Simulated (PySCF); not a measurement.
# One molecule, several mistakes: GeH5OSi2

All numbers below are calculated, not measured. The program is PySCF 2.14.0, an open-source quantum chemistry code, run on an isolated molecule that a program drew, which may never have been made. The molecule is GeH5OSi2 (charge 0, doublet), drawn as the SMILES string `O=[SiH][GeH2][SiH2]`.

Each row is a Hartree-Fock (HF) and frozen-core CCSD(T) single point in the cc-pV(D+d)Z basis, meant for a local HF minimum. Run 1 is clean. Each other run has one planted mistake out of seven kinds, and not every kind appears here: one electron removed, one electron added, multiplicity raised by two, geometry at a saddle point, minimal basis STO-3G, one bond length entered in bohr, all coordinates scaled. The reference is restricted for singlets and unrestricted otherwise, and also for a bond in bohr. Adding or removing an electron swaps singlet and doublet. Electrons count all cores. HOMO and LUMO are orbital energies over both spins, the gradient is its largest component, and the lowest frequency (negative if imaginary) is given only where the gradient is small. Bond lengths are over the 8 bonds as drawn. T1 is the CCSD diagnostic: over 0.02 (restricted) or 0.045 (unrestricted) a single reference is doubtful. Germanium has the cc-pVDZ-PP basis, with a core potential (ECP10MDF) in place of its 10 inner electrons, and its 3s, 3p and 3d shells are frozen in CCSD(T).

Geometry of the clean run:
```xyz
9
GeH5OSi2, angstrom
O    -1.0693   -3.3463    3.4230
Si   -0.5434   -3.3551    2.0161
Ge    0.3447   -1.3833    0.9598
Si    0.2603    0.5020    2.4379
H    -0.5345   -4.5802    1.1791
H    -0.4711   -1.1327   -0.3156
H     1.7850   -1.6952    0.5315
H     1.0892    0.2822    3.6442
H    -1.1323    0.8366    2.8109
```

```
run,electrons,basis functions,<S^2>,HOMO (eV),LUMO (eV),gradient (hartree/bohr),lowest frequency (cm^-1),mean bond (Å),longest bond (Å),T1,HF (hartree),CCSD(T) (hartree),mistake
1,73,108,0.757,-8.97,0.66,5.2e-06,31,1.7274,2.407,0.0215,-948.98038,-949.50631,no fault
2,73,108,0.757,-8.78,0.98,2.0e-01,-,1.5892,2.214,0.0183,-948.90983,-949.42285,all coordinates scaled
3,74,108,0.000,-1.31,5.27,3.6e-02,-,1.7274,2.407,0.0205,-948.98887,-949.54631,one electron added
4,72,108,0.000,-15.03,-6.97,4.4e-02,-,1.7274,2.407,0.0309,-948.68546,-949.20890,one electron removed
5,73,108,3.784,-6.75,0.16,1.7e-01,-,1.7274,2.407,0.0408,-948.88985,-949.37451,?
```

**Which mistake was planted in run 5, and what did it cost?**

Electrons, basis and geometry are unchanged, and <S^2> is 3.784, beside S(S+1) = 3.75 for a multiplicity of 4. So the mistake is: multiplicity raised by two. Subtracting run 1 and multiplying by 627.51 kcal/mol a hartree, the energy moved by 56.8 kcal/mol in HF and 82.7 kcal/mol in CCSD(T).

Cautions from the logs. Run 3: T1 is over the limit, so its CCSD(T) energy is less reliable; run 4: T1 is over the limit, so its CCSD(T) energy is less reliable.
